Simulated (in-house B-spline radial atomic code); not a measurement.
Results of a calculation; reference values are marked as such.
**Making a Troullier-Martins s channel for Be, r_c = 2.3 bohr**

Be, [He] 2s2, non-relativistic LDA (VWN5), spherical and spin-unpolarised, from a B-spline radial code for spherical atoms (atomic units). The all-electron 2s level is ε = -0.205744 hartree, its outermost node lies just inside 0.61 bohr and its outer maximum at 2.04 bohr.

Inside r_c the pseudo-orbital is u(r) = r^1 exp(p(r)), with p = c0 + c2 r² + c4 r⁴ + … + c12 r¹². The seven coefficients follow from p and its first four derivatives at r_c, from zero curvature of the screened potential at the origin, c4 = −c2²/(2l + 5), and from the norm inside r_c. At r_c the all-electron orbital has P = 0.6213055, P' = -0.07772422, the screened potential V = -0.4020215, V' = 0.2992518, V'' = -0.3244678, and the norm inside is Q = 0.4497022.

(1) What are p, p' and p'' at r_c?

For a trial c2 the five matching conditions are linear in c0, c6, c8, c10 and c12, and c2 is varied until the norm inside r_c equals Q. The root nearest zero gives:

```tsv
n	c_n
0	-1.132378
2	0.1384419
4	-0.00383323
6	-0.02700091
8	0.007533758
10	-0.0008342085
12	3.429798e-05
```

(2) Check c4 and p(r_c), and find the screened pseudopotential at the origin.

Orbitals and screened potentials:

```tsv
r (bohr)	P	u	V all-electron	V pseudo
0.23	-0.2551	0.07466	-12.6	0.208
0.575	-0.02193	0.1937	-3.561	0.155
0.92	0.2733	0.3282	-1.712	-0.07325
1.265	0.4792	0.47	-1.042	-0.4642
1.61	0.5911	0.5825	-0.7209	-0.7123
1.955	0.6306	0.6299	-0.5282	-0.5871
2.3	0.6213	0.6213	-0.402	-0.402
```

Logarithmic derivatives P'/P at R = 2.6 bohr, for energies E around ε:

```json
{"E − ε (hartree)": "-0.5", "all-electron": "0.747303", "pseudo": "0.743631"}
{"E − ε (hartree)": "-0.25", "all-electron": "0.370693", "pseudo": "0.368727"}
{"E − ε (hartree)": "-0.1", "all-electron": "0.0537197", "pseudo": "0.0531715"}
{"E − ε (hartree)": "0", "all-electron": "-0.228531", "pseudo": "-0.228531"}
{"E − ε (hartree)": "0.1", "all-electron": "-0.610584", "pseudo": "-0.611984"}
{"E − ε (hartree)": "0.25", "all-electron": "-1.58616", "pseudo": "-1.60953"}
{"E − ε (hartree)": "0.5", "all-electron": "-15.1658", "pseudo": "-21.7058"}
```

(3) With P(R) = 0.5886915 and a norm of 0.5600507 inside R, what slope in energy does norm conservation fix?

Results:

(1) p = ln(P/r_c^1) = ln(0.6213055/2.3) = -1.30884. p' = P'/P − 1/r_c = -0.12510 − 0.43478 = -0.55988. The radial equation gives p'' = 2(V − ε) − 2(1) p'/r_c − p'² = -0.39255 − (-0.48685) − 0.31347 = -0.21917. Differentiating, p''' = 2V' + 2(1)p'/r_c² − 2(1)p''/r_c − 2p'p'' = 0.33199, and p'''' = 2V'' − 4(1)p'/r_c³ + 4(1)p''/r_c² − 2(1)p'''/r_c − 2p''² − 2p'p''' = -0.6436.

(2) −c2²/5 = -0.00383323, as listed. The terms c_n r_c^n are -1.13238, 0.73236, -0.10727, -3.99710, 5.89976, -3.45583, 0.75163, which sum to -1.30884. Inverting the radial equation, V_l(r) = ε + 1 p'/r + (p'' + p'²)/2, so V_l(0) = ε + (2l + 3) c2 = -0.205744 + 3 × (0.138442) = 0.2096 hartree, finite where the all-electron potential diverges.

(3) d(P'/P)/dE = −2 × (norm inside R)/P(R)² = -3.2321 per hartree·bohr at E = ε, for both atoms, since orbital and norm agree at R. Differences over ±0.1 hartree give -3.3215 (all-electron) and -3.3258 (pseudo), which also hold third-order terms. Half a hartree below ε the two curves differ by -0.0037.
